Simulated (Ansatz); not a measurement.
```xyz
5

Si   -0.0018   -0.0096    0.0021
F     0.9229    0.9127    0.9095
F     0.9147   -0.9199   -0.9249
F    -0.9091    0.9229   -0.9178
F    -0.9141   -0.9071    0.9112
```

Basis set: STO-3G (spherical functions). Correlated methods keep 9 orbitals frozen. Charge 0, multiplicity 1.

Computed with Ansatz (development build ahead of 0.2.0); each method stands on the lowest determinant of its kind that the runs found. Restricted open shells among the atoms or ions are ROHF, correlated in semicanonical orbitals with singles.

The atomization energy at this shape (free ground-state atoms in the same class of orbitals less the molecule, no zero-point energy) of singlet SiF₄:

| method | atomization energy |
| --- | --- |
| RHF | 272.63 kcal/mol |

(1) What does RHF-MP2 give?

## Answers

(1) 323.28 kcal/mol.

This basis has no polarisation functions and is too small for such energies, which can lie far from measured ones in either direction.
